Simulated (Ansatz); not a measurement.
Steps of a relaxation of CH8NPSi (`NC[SiH2]P`) with RKS PBE-D4/def2-SVP.

```sh
$ ansatz run in.yaml --threads 4 --pin off --events-out ev --progress --plain --max-ram 10444MiB
```

```yaml
crystal:
  periodic: [false, false, false]
  atoms:
    - {symbol: N, position_ang: [-1.022600, 1.573000, 0.012800]}
    - {symbol: C, position_ang: [-1.052200, 0.254600, -0.550100]}
    - {symbol: Si, position_ang: [0.649200, -0.446000, -0.670400]}
    - {symbol: P, position_ang: [1.629700, -0.527000, 1.392800]}
    - {symbol: H, position_ang: [-2.032500, 1.942500, 0.030700]}
    - {symbol: H, position_ang: [-0.731400, 1.626100, 0.964000]}
    - {symbol: H, position_ang: [-1.651500, -0.387500, 0.074200]}
    - {symbol: H, position_ang: [-1.450600, 0.296400, -1.557800]}
    - {symbol: H, position_ang: [1.583300, 0.383800, -1.473900]}
    - {symbol: H, position_ang: [0.649300, -1.839000, -1.148500]}
    - {symbol: H, position_ang: [0.789400, -1.638500, 1.880600]}
    - {symbol: H, position_ang: [2.716800, -1.293700, 1.079600]}
basis:
  gaussian: {orbitals: def2-SVP}
hamiltonian: {xc: pbe, dispersion: d4}
relax: {f_tol: 0.03, max_steps: 200}
```

Positions (Å) and forces (eV/Å) along the path, 10 of 10 steps:

```xyz
12
step=1 energy=-19804.0964 eV
N    -1.023    1.573    0.013   -2.226    2.160   -1.357
C    -1.052    0.255   -0.550    0.359    0.457    0.757
Si    0.649   -0.446   -0.670    1.315   -0.446    0.451
P     1.630   -0.527    1.393   -1.868    0.960    1.041
H    -2.033    1.942    0.031    1.607   -0.339   -0.022
H    -0.731    1.626    0.964    0.608   -0.292    1.320
H    -1.651   -0.388    0.074   -0.872   -1.403    0.237
H    -1.451    0.296   -1.558   -0.472   -0.098   -0.777
H     1.583    0.384   -1.474    0.077    0.197   -0.310
H     0.649   -1.839   -1.149   -0.165   -0.526   -0.489
H     0.789   -1.639    1.881    0.449    0.384   -0.276
H     2.717   -1.294    1.080    1.190   -1.055   -0.576
12
step=2 energy=-19804.3862 eV
N    -1.002    1.572    0.040   -0.731    0.622   -0.382
C    -1.020    0.224   -0.511   -0.184    0.310    0.149
Si    0.709   -0.488   -0.643    0.133    0.146    0.186
P     1.556   -0.412    1.498   -0.136   -0.255   -0.386
H    -1.967    1.966    0.054    0.551   -0.194   -0.028
H    -0.691    1.601    1.010    0.222   -0.183    0.321
H    -1.652   -0.499    0.047   -0.236   -0.335    0.000
H    -1.405    0.269   -1.544   -0.230   -0.036   -0.245
H     1.583    0.372   -1.510    0.075    0.037    0.026
H     0.635   -1.850   -1.287    0.058   -0.084    0.166
H     0.759   -1.549    1.926    0.096    0.124   -0.084
H     2.573   -1.261    0.953    0.382   -0.152    0.277
12
step=3 energy=-19804.4792 eV
N    -1.033    1.597    0.017   -0.119    0.162    0.041
C    -1.068    0.244   -0.535   -0.049    0.120    0.237
Si    0.683   -0.470   -0.634    0.287   -0.114   -0.086
P     1.605   -0.451    1.472    0.119   -0.265   -0.192
H    -1.980    1.997    0.061    0.055   -0.019   -0.025
H    -0.687    1.603    0.987    0.033   -0.100   -0.060
H    -1.712   -0.497    0.008   -0.062   -0.027   -0.031
H    -1.458    0.290   -1.574   -0.002   -0.053   -0.059
H     1.573    0.386   -1.495   -0.027   -0.004   -0.005
H     0.627   -1.860   -1.233   -0.002    0.055    0.065
H     0.811   -1.584    1.884    0.000    0.012    0.039
H     2.716   -1.309    1.075   -0.233    0.233    0.078
12
step=4 energy=-19804.4879 eV
N    -1.033    1.601    0.020   -0.024    0.047    0.025
C    -1.066    0.247   -0.529   -0.030    0.059    0.071
Si    0.691   -0.471   -0.643    0.102   -0.067    0.011
P     1.596   -0.458    1.463    0.018   -0.060   -0.050
H    -1.981    1.998    0.068    0.005   -0.005   -0.015
H    -0.684    1.599    0.988    0.027   -0.049   -0.027
H    -1.717   -0.496    0.007   -0.007   -0.005   -0.012
H    -1.453    0.287   -1.571   -0.007   -0.022   -0.026
H     1.574    0.386   -1.508   -0.018   -0.006    0.001
H     0.635   -1.864   -1.224   -0.017    0.028    0.002
H     0.806   -1.588    1.890    0.005    0.007   -0.013
H     2.708   -1.297    1.075   -0.055    0.073    0.032
12
step=5 energy=-19804.4897 eV
N    -1.030    1.601    0.022    0.009   -0.011    0.015
C    -1.067    0.248   -0.529   -0.002    0.009   -0.005
Si    0.692   -0.475   -0.644    0.006   -0.011   -0.001
P     1.589   -0.455    1.461   -0.051    0.022    0.001
H    -1.976    1.998    0.078   -0.013    0.005    0.001
H    -0.671    1.588    0.986    0.011   -0.006   -0.009
H    -1.720   -0.496    0.003    0.006    0.012    0.002
H    -1.451    0.286   -1.573    0.004   -0.003    0.005
H     1.572    0.383   -1.512   -0.003   -0.004   -0.003
H     0.630   -1.865   -1.226   -0.006    0.000   -0.003
H     0.801   -1.588    1.884    0.011   -0.009   -0.005
H     2.707   -1.279    1.085    0.029   -0.005    0.005
12
step=6 energy=-19804.4905 eV
N    -1.027    1.600    0.024    0.010   -0.020    0.004
C    -1.067    0.249   -0.530    0.005   -0.010   -0.025
Si    0.691   -0.477   -0.647   -0.018    0.001   -0.006
P     1.579   -0.452    1.460   -0.048    0.029    0.019
H    -1.973    1.996    0.089   -0.003    0.003    0.008
H    -0.659    1.581    0.984    0.001    0.013    0.000
H    -1.722   -0.495    0.000    0.006    0.009    0.005
H    -1.450    0.287   -1.576    0.002    0.007    0.011
H     1.569    0.380   -1.517    0.005   -0.002   -0.001
H     0.625   -1.867   -1.229   -0.002   -0.008   -0.003
H     0.801   -1.592    1.880    0.009   -0.009   -0.006
H     2.710   -1.263    1.097    0.033   -0.011   -0.005
12
step=7 energy=-19804.4917 eV
N    -1.020    1.597    0.026   -0.001   -0.014   -0.004
C    -1.069    0.250   -0.535    0.008   -0.021   -0.033
Si    0.686   -0.485   -0.653   -0.021    0.020   -0.009
P     1.553   -0.446    1.462   -0.018   -0.011    0.021
H    -1.966    1.992    0.110    0.022   -0.004    0.012
H    -0.632    1.572    0.978   -0.012    0.026    0.003
H    -1.726   -0.492   -0.006   -0.001   -0.003    0.007
H    -1.452    0.292   -1.580   -0.006    0.014    0.010
H     1.567    0.369   -1.522    0.010   -0.003   -0.001
H     0.615   -1.875   -1.233    0.003   -0.011    0.003
H     0.802   -1.610    1.867    0.019    0.002   -0.001
H     2.718   -1.219    1.120   -0.003    0.005   -0.007
12
step=8 energy=-19804.4927 eV
N    -1.016    1.599    0.021    0.010    0.001    0.007
C    -1.073    0.251   -0.538   -0.002    0.001   -0.016
Si    0.679   -0.490   -0.650   -0.017   -0.003    0.013
P     1.527   -0.451    1.475    0.021    0.004   -0.015
H    -1.958    1.999    0.112   -0.009    0.003   -0.005
H    -0.622    1.579    0.971    0.000   -0.005   -0.004
H    -1.735   -0.487   -0.008    0.007    0.003    0.000
H    -1.457    0.297   -1.582   -0.008    0.004    0.002
H     1.571    0.358   -1.513    0.002    0.003    0.003
H     0.609   -1.882   -1.226    0.003   -0.002    0.002
H     0.831   -1.654    1.854   -0.033   -0.024    0.017
H     2.721   -1.175    1.120    0.025    0.015   -0.004
12
step=9 energy=-19804.4931 eV
N    -1.011    1.598    0.024   -0.003    0.009   -0.009
C    -1.075    0.253   -0.541   -0.003   -0.008   -0.003
Si    0.673   -0.495   -0.648    0.007    0.006   -0.009
P     1.522   -0.455    1.476    0.002   -0.007    0.006
H    -1.950    2.009    0.102   -0.003    0.001    0.003
H    -0.630    1.570    0.979    0.003   -0.003    0.004
H    -1.740   -0.484   -0.014   -0.007    0.005    0.001
H    -1.459    0.306   -1.585    0.001    0.000    0.000
H     1.570    0.351   -1.510   -0.004   -0.007    0.007
H     0.603   -1.888   -1.220    0.000    0.000   -0.002
H     0.843   -1.670    1.853    0.002    0.001    0.003
H     2.730   -1.151    1.118    0.005    0.003   -0.001
12
step=10 energy=-19804.4932 eV
N    -1.011    1.601    0.020    0.006    0.010    0.000
C    -1.080    0.255   -0.544    0.001   -0.004    0.011
Si    0.667   -0.498   -0.645    0.008   -0.017   -0.004
P     1.512   -0.463    1.481    0.009   -0.014    0.011
H    -1.948    2.014    0.102   -0.009    0.002   -0.002
H    -0.625    1.572    0.973    0.000   -0.007    0.001
H    -1.750   -0.477   -0.018    0.003    0.006   -0.002
H    -1.461    0.310   -1.589    0.005   -0.004   -0.002
H     1.571    0.344   -1.503   -0.004    0.002    0.003
H     0.596   -1.892   -1.217   -0.003    0.002   -0.005
H     0.865   -1.698    1.851    0.002    0.013   -0.005
H     2.741   -1.125    1.122   -0.018    0.011   -0.007
```

It took 10 s on 4 threads of an Arm Neoverse V2 on a shared host, with 0.16 GiB of host memory at the peak.
